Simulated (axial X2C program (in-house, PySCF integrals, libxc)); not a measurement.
**CaCl⁻: cheaper levels and CCSD(T), 2c**

Computed with an axial X2C code built on PySCF integrals. Two-component (2c) means X2C with spin–orbit coupling and atomic mean-field two-electron Coulomb and Gaunt terms. Basis: Ca dyall-acv3z [12s13p7d5f], Cl dyall-av3z [9s8p3d2f] (cores contracted in-house); Gaussian nuclei, density fitting, unrestricted open shells. Masses: Ca 39.963 u, Cl 34.969 u.

State: Ω = 0 (closed shell); fragments Ca + Cl-.

```json
{"level": "PBE0", "Re (Å)": "2.533", "ωe (cm⁻¹)": "294.2", "De (eV)": "1.93"}
{"level": "HF", "Re (Å)": "2.611", "ωe (cm⁻¹)": "279.8", "De (eV)": "1.73"}
{"level": "MP2", "Re (Å)": "2.608", "ωe (cm⁻¹)": "279.2", "De (eV)": "1.82"}
{"level": "CCSD", "Re (Å)": "2.610", "ωe (cm⁻¹)": "279.3", "De (eV)": "1.87"}
{"level": "BLYP", "Re (Å)": "2.561", "ωe (cm⁻¹)": "278.3", "De (eV)": "1.70"}
```

Correlated methods: 10 electrons correlated (number of frozen shells: Ca 3 s, 2 p; Cl 2 s, 1 p), 280 virtual spin orbitals or spinors in MP2, 90 natural virtuals in coupled cluster.

CCSD(T), same Hamiltonian and basis:

Re = 2.610 Å, ωe = 279.1 cm⁻¹, De = 1.88 eV; T1 = 0.018 (Lee–Taylor normalisation).

Give the differences from CCSD(T) in the columns below.



```json
{"level": "PBE0", "ΔRe (Å)": "-0.077", "Δωe (cm⁻¹)": "15.1", "ΔDe (eV)": "0.05"}
{"level": "HF", "ΔRe (Å)": "0.001", "Δωe (cm⁻¹)": "0.7", "ΔDe (eV)": "-0.15"}
{"level": "MP2", "ΔRe (Å)": "-0.002", "Δωe (cm⁻¹)": "0.1", "ΔDe (eV)": "-0.06"}
{"level": "CCSD", "ΔRe (Å)": "0.000", "Δωe (cm⁻¹)": "0.2", "ΔDe (eV)": "-0.01"}
{"level": "BLYP", "ΔRe (Å)": "-0.049", "Δωe (cm⁻¹)": "-0.8", "ΔDe (eV)": "-0.18"}
```

The state is one determinant whose occupation by symmetry is held fixed; it was picked as the lowest of a PBE0 search that is not exhaustive. Dissociation energies refer to the lowest single-determinant-based atoms at the same level and basis. CCSD and (T) use frozen natural virtuals with an MP2 correction for the truncation; (T) itself is uncorrected, so its De runs slightly low. The outer-core s and p shells of the metal are frozen in the correlated rows, which leaves out core–valence correlation; for alkali and alkaline-earth bonds that tends to lengthen them. The highest occupied level of some functionals is positive through self-interaction error; at Hartree–Fock it is bound. Hartree–Fock gets electron affinities wrong, so its lowest charge split need not be the true one.
